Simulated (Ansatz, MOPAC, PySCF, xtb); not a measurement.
Complex: CH5N (SMILES CN) (first 7 atoms) with H4OSi (SMILES O[SiH3]); geometry from B3LYP-D3(BJ)/def2-TZVP, rigid monomers moved along the line of their centres of mass till N2···H10 is 3.23 Å.
(charge 0, multiplicity 1):
```xyz
13

C      0.238    -0.361    -0.120
N     -0.269     0.971     0.236
H     -0.458    -1.116     0.245
H      1.192    -0.524     0.381
H      0.381    -0.512    -1.195
H     -1.164     1.148    -0.205
H      0.366     1.696    -0.079
O     -0.592     0.915     4.446
Si    -0.155    -0.466     5.201
H     -0.526     0.955     3.460
H     -0.973    -1.633     4.770
H     -0.341    -0.267     6.656
H      1.267    -0.827     4.946
```

Counterpoise-corrected where a basis set is named; no monomer relaxation. Rows marked so take none.

Rows in 6-31G* carry no dispersion term and start afresh at each structure (6-31G* with six Cartesian d functions). The state that PM3 reach isn't checked.

Run with Ansatz (Gaussian basis) for Hartree–Fock, density functionals and correlated methods; MOPAC for PM3 (differences of heats of formation); PySCF for 6-31G* rows; xtb for the GFN methods. Values without a source in brackets are computed.

Q: One of these levels gives -3.53 kcal/mol for the interaction energy. Which one is it?
A. BP86/6-31G* (no counterpoise)
B. PM3
C. r2SCAN/def2-TZVPPD
D. GFN1-xTB

A: A, BP86/6-31G* (no counterpoise). The others give -0.43 (PM3), -1.45 (GFN1-xTB), -2.81 (r2SCAN/def2-TZVPPD)

Ansatz is an electronic-structure program.
